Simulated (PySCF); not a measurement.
Compound: CH6ClFOSi2.
Numbering: `[F:1][Si@H:2]([CH2:3][Cl:4])[O:5][SiH3:6]` (hydrogens: H7 on Si2; H8, H9 on C3; H10, H11, H12 on Si6)

Torsions of this conformer, `[F:1][Si@H:2]([CH2:3][Cl:4])[O:5][SiH3:6]`: F1–Si2–C3–Cl4 -174°, F1–Si2–O5–Si6 129°.

The closed-shell ground state was solved at several levels (PySCF, density fitting, gas phase, non-relativistic). One conformer (not necessarily the lowest) at the PBE0-D3(BJ)/def2-SVP geometry, without solvent, vibrations or thermal averaging.

```json
{"level": "CAM-B3LYP/def2-SVPD", "basis functions": "189", "HOMO (eV)": "-9.86", "LUMO (eV)": "0.66", "gap (eV)": "10.52", "dipole (D)": "0.82"}
{"level": "HF/pcSseg-2", "basis functions": "321", "HOMO (eV)": "-11.72", "LUMO (eV)": "2.51", "gap (eV)": "14.23", "dipole (D)": "0.78"}
```

(1) What might PBE0/pcSseg-1 (153 basis functions) give for the same quantities?

(2) Over all these levels, which gives the widest orbital gap and which the narrowest?

(3) How far do the dipole and the HOMO energy spread over the levels?

## Answers

(1) HOMO -8.46 eV, LUMO 0.01 eV, gap 8.47 eV, dipole 0.76 D.

(2) HF/pcSseg-2 (Hartree–Fock, all exact exchange) has the widest, 14.23 eV, and PBE0/pcSseg-1 (global hybrid, 25 % exact exchange) the narrowest, 8.47 eV. Functional and basis both differ between the two, so the spread mixes both effects. The HOMO need not be the same orbital at Hartree–Fock and at DFT levels.

(3) The dipole runs from 0.76 to 0.82 D (mean 0.78 D) and the HOMO from -11.72 to -8.46 eV.
